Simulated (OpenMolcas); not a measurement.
Fe2+ (d6) in a complex was computed by SS-CASPT2, IPEA 0.25 Eh, imaginary shift 0.1 Eh with the d shell active (OpenMolcas, ANO-RCC-VTZP on the metal). Its lowest spin-free states, and all those of the highest spin:

| 2S+1 | Degeneracy | E (cm-1) |
| --- | --- | --- |
| 5 | 3 | 0 |
| 5 | 2 | 7560 |
| 3 | 3 | 15740 |
| 3 | 3 | 17390 |
| 3 | 3 | 20480 |
| 1 | 1 | 20740 |
| 3 | 3 | 21750 |
| 3 | 3 | 22470 |
| 3 | 2 | 22680 |
| 1 | 3 | 24200 |
| 3 | 3 | 25750 |
| 3 | 1 | 25810 |

**Question.** Is the site octahedral, tetrahedral or cube-like, axial, or of lower symmetry?

**Answer.** The states with 2S+1 = 5 have orbital degeneracies 3, 2. Threefold states need a cubic site. For d6 at this spin an octahedron puts the threefold T2 below the twofold E and a tetrahedron or cube puts the twofold E below the threefold T2, so the site is octahedral. The first gap at this spin, 7560 cm-1, is |10Dq| in ligand-field theory. The run had Fe2+ with 6 ligands (fluoride) in octahedral coordination (Oh) at 2.09 Å. A charge of +0.667 e stands 2.6 Å behind each ligand. Ligand basis ANO-RCC-VDZP.

Roots that are degenerate in the reference are averaged as groups; the widest CASPT2 spread within a group is 200 cm-1 (the 2-fold group of multiplicity 1 near 30400 cm-1 above the lowest state of its run). Shifts and gaps below about the spread of the groups concerned are not significant. Over all roots computed the reference weight is 0.70 to 0.71; a low but even weight reflects the number of correlated electrons. An orbital triplet at a regular site is open to Jahn-Teller coupling, which can distort the site and quench the lowest spin-orbit gaps and is left out. A single d shell leaves out the double-shell effect, which counts most for late 3d ions, where the CASPT2 field can be off either way by tens of per cent. Ligand-to-metal charge-transfer states are missing. These CASPT2 states fit no ligand-field parameters well, so their order and spin gaps are uncertain. For late 3d ions with one d shell CASPT2 can put B and the spin-flip bands somewhat low as well as high. With one d shell and no ligand orbital active, 10Dq can be off by tens of per cent for divalent 3d ions, low with halides held by bare charges and at times high in hosts. Free-ion shares, where given, are those of the reference states; single-state CASPT2 does not remix them. No measured value stands beside these numbers; the geometry was imposed, not optimised, and the real ion may take another.
